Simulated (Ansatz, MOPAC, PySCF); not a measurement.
Dimer: HCl (SMILES Cl) (first 2 atoms) with N2 (SMILES N#N); geometry from B3LYP-D3(BJ)/def2-TZVP.
(charge 0, multiplicity 1):
```xyz
4

Cl    -0.17971    -0.27931    -0.32261
H     -0.16222    -0.20767     0.95905
N     -0.12965    -0.07644     3.27837
N     -0.11347    -0.01473     4.36677
```

Interaction energies are E(AB) − E(A) − E(B) at the monomers' geometry in the complex; basis-set methods are counterpoise corrected. Rows marked so take none.

Cores are frozen in the correlated methods. CBS(a, b) extrapolates the correlation energy as X⁻³ and adds the Hartree–Fock energy of set b. Rows in 3-21G, 6-311+G**, 6-31G*, STO-3G carry no dispersion term and start afresh at each structure (6-31G* with six Cartesian d functions). MP2/6-31G* freezes PySCF's default core. The state that PM6 reach isn't checked.

Codes used: Ansatz (a quantum-chemistry and plane-wave program); MOPAC for PM6 (differences of heats of formation); PySCF for 3-21G rows, 6-311+G** rows, 6-31G* rows, STO-3G rows, the dispersion terms. Values without a source in brackets are computed.

Other levels give for the interaction energy: PBE/def2-TZVPPD -1.21; B3LYP/def2-TZVPPD -0.68; B3LYP-D3(BJ)/def2-TZVPPD -1.39; wB97M-V/def2-TZVPPD -1.12; CCSD(T)/CBS(aug-cc-pV(T+d)Z, aug-cc-pV(Q+d)Z) -1.35 kcal/mol.

Common cheap choices:

| level | interaction energy (kcal/mol) | less -1.35 (CCSD(T)/CBS(aug-cc-pV(T+d)Z, aug-cc-pV(Q+d)Z)) |
|---|---|---|
| PM6 | -1.31 | 0.04 |
| HF/STO-3G (no counterpoise) | -1.68 | -0.33 |
| HF/3-21G (no counterpoise) | -2.33 | -0.98 |
| HF/6-31G* | -0.13 | 1.22 |
| BP86/6-31G* (no counterpoise) | -1.15 | 0.20 |
| B3LYP/3-21G (no counterpoise) | -3.83 | -2.48 |
| B3LYP/6-311+G** (no counterpoise) | -1.25 | 0.09 |
| MP2/6-31G* | -1.10 | 0.24 |
